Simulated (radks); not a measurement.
Excited configurations of Rb2+: one electron is placed in a higher orbital outside [Ar] 3d10 4s2 4p4. The ground configuration is [Ar] 3d10 4s2 4p5. Calculated with a radial shooting solver on a logarithmic mesh with Libxc functionals: Dirac Kohn-Sham, BLYP, spin-unpolarised, spherical densities, finite nucleus; open shells fill j = l - 1/2 first; Fermi nuclear charge, rms radius 4.2036 fm. Excitation = E - E(ground); binding = E(ion) - E, where the ion is the core of charge +3; n* = 3/sqrt(2 binding) in atomic units, and the quantum defect is n - n*.

| outer orbital | excitation (eV) | binding (eV) | n* | eigenvalue (eV) | <r> (bohr) |
|---|---|---|---|---|---|
| 5s1/2 | 21.218 | 18.394 | 2.580 | -15.321 | 3.479 |
| 5p1/2 | 24.998 | 14.614 | 2.895 | -12.041 | 4.042 |
| 5f5/2 | 34.069 | 5.543 | 4.700 | -4.484 | 9.188 |
| 6s1/2 | 29.905 | 9.706 | 3.552 | -8.255 | 6.521 |
| 6d3/2 | 33.658 | 5.953 | 4.535 | -4.968 | 9.608 |

The Delta-SCF ionisation energy is 39.612 eV (NIST Atomic Spectra Database: 39.247 eV, semi-empirical). Self-interaction in the functional shifts the binding energies and quantum defects, so they are the method's values and not measured ones. Spin polarisation and multiplet splitting are left out, so open shells lie too high by an amount that depends on their filling.

Beside tabulated values, note that spin-unpolarised runs miss the spin-polarisation part of the exchange energy of open shells.
